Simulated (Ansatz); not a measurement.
`C[O][Sn]([Cl])([Cl])[Cl]` + `OCC(F)(F)F` → `FC(F)(F)C[O][Sn]([Cl])([Cl])[Cl]` + CH₃OH  (ligand exchange at the Sn–O bond)

Calculated with Ansatz (gas phase, PBE0-D4/def2-TZVP geometries, no zero-point term in ΔE). CCSD(T)/CBS adds triple-zeta CCSD(T) − MP2 to the extrapolated MP2 energy (def2 sets, frozen cores). This one scheme is used for every species. Functionals use def2-TZVPP. HSE06 is defined as in plane-wave codes. Elements past krypton have def2 core potentials. For Sn outer-core shells are correlated without core-valence functions, which leaves a few kJ/mol of doubt a bond. One conformer a species, not always the lowest.

`C[O][Sn]([Cl])([Cl])[Cl]`:

Cartesian coordinates in Å:
```
C -1.270 0.754 -0.446
O 0.101 0.958 -0.143
Sn 1.202 -0.535 0.391
Cl 0.364 -1.486 2.308
Cl 3.306 0.274 0.746
Cl 1.212 -2.132 -1.261
H -1.681 1.726 -0.726
H -1.829 0.377 0.418
H -1.407 0.065 -1.286
```

`OCC(F)(F)F`:

Cartesian coordinates in Å:
```
O 0.857 0.517 -1.269
C 0.260 -0.462 -0.475
C -0.596 0.134 0.623
F -1.608 0.858 0.148
F 0.137 0.941 1.411
F -1.106 -0.831 1.396
H 1.459 1.033 -0.726
H -0.388 -1.061 -1.115
H 0.986 -1.129 0.007
```

`FC(F)(F)C[O][Sn]([Cl])([Cl])[Cl]`:

Z-matrix (Å, degrees):
```
C
F 1 1.340
F 1 1.333 2 107.9
F 1 1.333 2 107.9 3 -116.3
C 1 1.515 2 109.2 3 121.9
O 5 1.400 1 108.3 2 -179.9
H 5 1.096 1 107.0 2 58.3
H 5 1.096 1 107.0 2 -58.2
Sn 6 1.937 5 121.3 1 -178.1
Cl 9 2.276 6 106.7 5 179.0
Cl 9 2.293 6 108.7 5 58.3
Cl 9 2.292 6 108.9 5 -60.3
```

CH₃OH:

Cartesian coordinates in Å:
```
C -0.283 0.213 -0.035
O 1.081 -0.124 0.071
H -0.338 1.298 -0.131
H -0.856 -0.079 0.854
H -0.757 -0.232 -0.919
H 1.154 -1.076 0.159
```

```csv
level,ΔE (kJ/mol),difference from CCSD(T)/CBS
r2SCAN-D4,12.3,3.2
B97M-V,11.0,1.9
r2SCANh-D4,11.7,2.6
ωB97M-V,10.9,1.8
PBE,13.9,4.8
PBE0,12.4,3.3
HSE06,12.4,3.3
CAM-B3LYP,12.1,3.0
LC-ωPBE,12.0,2.9
HF/def2-SVP,9.2,0.1
CCSD(T)/def2-SVP,8.7,-0.4
CCSD/def2-TZVPP,9.0,-0.1
CCSD(T)/def2-TZVPP,9.2,0.1
HF/def2-QZVPP,8.3,-0.8
SCS-MP2/def2-QZVPP,9.6,0.5
MP2/CBS(def2),9.9,0.8
CCSD(T)/CBS,9.1,0
```

Largest T1 diagnostic among the species: 0.012.

Leaving LDA and LC-ωPBE aside and taking each functional with its dispersion term where it has one, the values, not all of them listed here, spread over 3.3 kJ/mol, from BHLYP-D4 to r2SCAN-D4.

CCSD(T)/CBS has its own doubt, a few kJ/mol and more with outer-core shells, so smaller differences from it don't rank the levels.
